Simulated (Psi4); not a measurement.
Noncovalent pair: HCl (SMILES Cl) (first 2 atoms) with Si2H6 (SMILES [SiH3][SiH3]); geometry from B3LYP-D3(BJ)/def2-TZVP, rigid monomers moved along the line of their centres of mass till H2···H9 is 2.21 Å.
(charge 0, multiplicity 1):
```tsv
atom	x (Å)	y (Å)	z (Å)
Cl	-0.0802	0.5708	0.2085
H	-0.2967	1.2633	1.2703
Si	0.4442	-1.2560	3.9489
Si	-0.2070	0.8999	4.6052
H	1.6940	-1.1958	3.1575
H	-0.6236	-1.8918	3.1442
H	0.6814	-2.0692	5.1667
H	-1.4574	0.8578	5.4002
H	-0.4635	1.7650	3.4204
H	0.8542	1.5535	5.4078
```

These are SAPT0/jun-cc-pV(D+d)Z run with Psi4 values and carry that method's errors.

Problem. Give the four SAPT terms and the total, and say what mostly holds the pair together.

Solution. electrostatics -0.76, exchange 1.91, induction -0.63, dispersion -1.17, total -0.65 kcal/mol; the largest attraction is dispersion.
